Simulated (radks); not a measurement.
Task: The mean radii <r> (bohr) of the occupied orbitals of an atom or ion are listed with their occupations. All-electron calculation, Dirac Kohn-Sham, PBE, spin-unpolarised, spherical densities, point nucleus. Program: a radial shooting solver on a logarithmic mesh with Libxc functionals.

orbital  occ.      <r>
1s1/2       2  0.02149
2s1/2       2  0.08952
2p1/2       2  0.07458
2p3/2       4  0.08122
3s1/2       2   0.2153

Name the element and its charge. Open shells, if any, are shared by 2j + 1.

Result: Z = 65, terbium, charge +53: Tb53+ in [Ne] 3s2. The 1s radius gives Z: for a bare nucleus <r> = (2 gamma + 1)/(2Z) with gamma = sqrt(1 - (Z/c)^2), 0.02124 bohr for Z = 65, and screening makes it slightly larger (0.02149 here). The occupations add up to 12, and the charge is Z minus that.
